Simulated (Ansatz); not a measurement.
`C#[C][Hf]([OH])([OH])[Cl]` and `C#[C][Zr]([OH])([OH])[Cl]` differ in one element.

Ansatz, PBE0-D4/def2-TZVP geometries, multiplicity 1. Each molecule was computed in one conformer, which needn't be the lowest.

Elements past krypton have def2 core potentials.

| property | `C#[C][Hf]([OH])([OH])[Cl]` |
| --- | --- |
| HOMO energy (ωB97M-V/def2-TZVPP) / eV | -10.26 |
| size of the dipole moment (B3LYP/def2-TZVPP) / D | 3.21 |
| HOMO energy (PBE0/def2-TZVPP) / eV | -8.02 |
| HOMO energy (B3LYP/def2-TZVPP) / eV | -7.76 |
| HOMO energy (PBE/def2-TZVPP) / eV | -6.80 |
| LUMO energy (PBE/def2-TZVPP) / eV | -2.04 |

Task: Give the same properties after the change, and the shifts. (An estimate is asked.)

Result: Ansatz gave: 
```tsv
property	`C#[C][Zr]([OH])([OH])[Cl]`	shift
HOMO energy (ωB97M-V/def2-TZVPP) / eV	-10.23	0.03
size of the dipole moment (B3LYP/def2-TZVPP) / D	3.30	0.09
HOMO energy (PBE0/def2-TZVPP) / eV	-8.01	0.01
HOMO energy (B3LYP/def2-TZVPP) / eV	-7.74	0.02
HOMO energy (PBE/def2-TZVPP) / eV	-6.79	0.01
LUMO energy (PBE/def2-TZVPP) / eV	-2.37	-0.33
```

Dipoles are sizes alone; their direction can turn.

Positive LUMOs are unbound, so they and the gaps depend on the basis.

B3LYP here is the variant with VWN-RPA as its local correlation; programs differ in this.
